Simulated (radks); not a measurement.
Results of a calculation; reference values are marked as such.
All-electron atom: Lu I in [Xe] 4f14 5d1 6s2.

Code: a radial shooting solver on a logarithmic mesh with Libxc functionals. Model: Dirac Kohn-Sham, PBE, spin-unpolarised, spherical densities, finite nucleus; open shells are shared between the two j in proportion to 2j + 1; Fermi nuclear charge, rms radius 5.37 fm.

Energy parts (hartree):
| part | energy |
|---|---|
| total | -14579.1991 |
| kinetic | 16245.9966 |
| electron-nucleus | -36251.4771 |
| Hartree | 5728.3806 |
| exchange-correlation | -302.0993 |

Orbitals (lengths in bohr, moments of r in powers of bohr; <r^-3> diverges for s and p1/2; r(90%) holds 90 % of the orbital's charge):
| orbital | occ. | eigenvalue (hartree) | <r> | <r^-3> | r(90%) |
|---|---|---|---|---|---|
| 1s1/2 | 2 | -2320.484 | 0.01932 | - | 0.0351 |
| 2s1/2 | 2 | -394.7733 | 0.08125 | - | 0.127 |
| 2p1/2 | 2 | -376.8542 | 0.06740 | - | 0.112 |
| 2p3/2 | 4 | -335.7876 | 0.07502 | 14150 | 0.122 |
| 3s1/2 | 2 | -89.46093 | 0.2122 | - | 0.312 |
| 3p1/2 | 2 | -81.52066 | 0.2020 | - | 0.304 |
| 3p3/2 | 4 | -72.76138 | 0.2162 | 3144 | 0.324 |
| 3d3/2 | 4 | -59.26349 | 0.1898 | 539.7 | 0.296 |
| 3d5/2 | 6 | -57.35108 | 0.1942 | 465.5 | 0.301 |
| 4s1/2 | 2 | -17.80801 | 0.4779 | - | 0.687 |
| 4p1/2 | 2 | -14.57246 | 0.4850 | - | 0.706 |
| 4p3/2 | 4 | -12.57973 | 0.5176 | 715.2 | 0.754 |
| 4d3/2 | 4 | -7.25615 | 0.5409 | 106.0 | 0.813 |
| 4d5/2 | 6 | -6.89234 | 0.5524 | 89.64 | 0.831 |
| 5s1/2 | 2 | -2.23803 | 1.172 | - | 1.69 |
| 5p1/2 | 2 | -1.34459 | 1.316 | - | 1.94 |
| 5p3/2 | 4 | -1.09194 | 1.431 | 88.37 | 2.11 |
| 4f5/2 | 6 | -0.38392 | 0.7162 | 14.30 | 1.23 |
| 4f7/2 | 8 | -0.32798 | 0.7326 | 13.58 | 1.26 |
| 6s1/2 | 2 | -0.17122 | 3.646 | - | 5.42 |
| 5d3/2 | 0.4 | -0.07164 | 2.826 | 3.638 | 4.81 |
| 5d5/2 | 0.6 | -0.05998 | 3.006 | 2.817 | 5.14 |

The highest occupied level is 5d5/2 at -1.632 eV. For comparison, the ionisation energy in NIST's Atomic Spectra Database is 5.426 eV (measured). In exact Kohn-Sham theory the highest level is minus the ionisation energy, but local and semilocal functionals leave it too shallow, through self-interaction and a potential that decays too fast; potentials with the right tail come closer. The density falls to 0.001 e/bohr^3 at r = 5.06 bohr. Summed over all electrons, <r^2> = 74.37 bohr^2, which gives a Langevin (diamagnetic) susceptibility term of -58.9 x 10^-6 cm^3/mol. The electron density at the nucleus is 1.111e+06 e/bohr^3.

Beside tabulated values, note that spin-unpolarised runs miss the spin-polarisation part of the exchange energy of open shells.
